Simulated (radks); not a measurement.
Values are calculated unless marked as measured or tabulated.
Question: Ionisation of Hg, [Hg], to Hg+, [Xe] 4f14 5d10 6s1, under several functionals. Dirac Kohn-Sham, spin-unpolarised, spherical densities, point nucleus; a radial shooting solver on a logarithmic mesh with Libxc functionals. Known Delta-SCF values: LDA (Slater exchange, Perdew-Wang correlation) 11.053 eV. What does PW91 give, and what is its highest occupied eigenvalue?

Answer: 10.784 eV by Delta-SCF; the 6s1/2 eigenvalue is -6.904 eV. NIST: 10.438 eV (measured).

Beside tabulated values, note that spin-unpolarised runs miss the spin-polarisation part of the exchange energy of open shells.
